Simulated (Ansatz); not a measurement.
`C[O][GeH2][Br]` + HCl → `[Cl][GeH2][Br]` + CH₃OH at 400 K and 1 bar (ligand exchange at a Ge–O bond).

Gas-phase electronic energies from Ansatz, PBE0-D4/def2-TZVP geometries. CCSD(T)/CBS is the MP2 limit (def2-TZVPP, def2-QZVPP) plus CCSD(T) − MP2 in def2-TZVPP, frozen cores. This one scheme is used for every species. For Br, Ge outer-core shells are correlated without core-valence functions, which leaves a few kJ/mol of doubt a bond. Scalar relativity is left out up to krypton. One conformer a species, not always the lowest.

```json
{"species": "`C[O][GeH2][Br]`", "CCSD(T)/CBS energy (Eh)": "-4765.70555", "H − E (kJ/mol)": "184.2", "S (J/(mol·K))": "395.0"}
{"species": "HCl", "CCSD(T)/CBS energy (Eh)": "-460.38127", "H − E (kJ/mol)": "29.6", "S (J/(mol·K))": "195.4"}
{"species": "`[Cl][GeH2][Br]`", "CCSD(T)/CBS energy (Eh)": "-5110.48619", "H − E (kJ/mol)": "70.3", "S (J/(mol·K))": "339.7"}
{"species": "CH₃OH", "CCSD(T)/CBS energy (Eh)": "-115.61712", "H − E (kJ/mol)": "151.2", "S (J/(mol·K))": "252.6"}
```

H − E and S are ideal-gas, rigid-rotor, harmonic terms from PBE0-D4/def2-TZVP, for one conformer and one mirror image of each species. 1 Eh = 2625.50 kJ/mol, R = 8.31446 J/(mol·K).

Problem. By hand: ΔE, ΔH, ΔS and ΔG.

Solution. ΔE = (-5110.48619) + (-115.61712) − (-4765.70555) − (-460.38127) = -0.01649 Eh = -43.3 kJ/mol. Δ(H − E) = 70.3 + 151.2 − 184.2 − 29.6 = 7.7, so ΔH = -35.6 kJ/mol. ΔS = 339.7 + 252.6 − 395.0 − 195.4 = 1.9 J/(mol·K). ΔG = -35.6 − 400 × (1.9)/1000 = -36.4 kJ/mol.

Problem. By hand: the equilibrium constant, and the temperature at which ΔG would vanish if ΔH and ΔS stayed fixed.

Solution. log₁₀ K = −ΔG/(RT ln 10) = 4.8. ΔH and −TΔS have one sign here, so there is no such temperature. One of them is within its doubt of zero, so this could turn.

The number of gas molecules stays the same, so ΔS is small and ΔH decides. A doubt of 5 kJ/mol in ΔE shifts log₁₀ K by 0.7 here. Other conformers and mirror images would add mixing entropy, several J/(mol·K) or more a flexible species. Modes under 60 cm⁻¹, often nearly free rotors, make the harmonic entropy too high. These are equilibria of isolated gas molecules and say nothing of rates. Largest T1 diagnostic: 0.010 (customary marks: 0.02 for closed shells, 0.045 for open ones).
